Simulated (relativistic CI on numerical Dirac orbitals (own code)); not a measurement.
Ti³⁺: 3s photoemission

Computed with this model: Dirac-Coulomb-Breit CI, separate exchange-only KLI orbitals for each configuration, model QED (radiative potential, 1s self-energy scaled to tabulated hydrogen-like ionisation energies), valence Slater integrals scaled by 0.7, multiplet model of photoemission in the sudden approximation; configurations [Ar] 3d → [Ne] 3s 3p6 3d; 300 K; Lorentzian 1.5 eV and Gaussian 0.6 eV FWHM. Energies are those of the free ion, without screening or charge transfer. The energies are binding energies and can lie tens of eV above those of solids. Without intra-shell correlation the exchange splitting of an s hole comes out too large, often by half or more. S is read from ⟨S²⟩ = S(S + 1).

free ion: ground-state S = 0.50, centroid 109.89 eV. Peaks (eV, height): 109.2 (100), 112.0 (39).

Strongest unbroadened transitions for free ion:

| Energy (eV) | Relative strength |
| --- | --- |
| 109.13 | 12.1 |
| 109.15 | 98.5 |
| 109.16 | 43.3 |
| 109.17 | 100.0 |
| 112.10 | 18.9 |
| 112.14 | 64.1 |
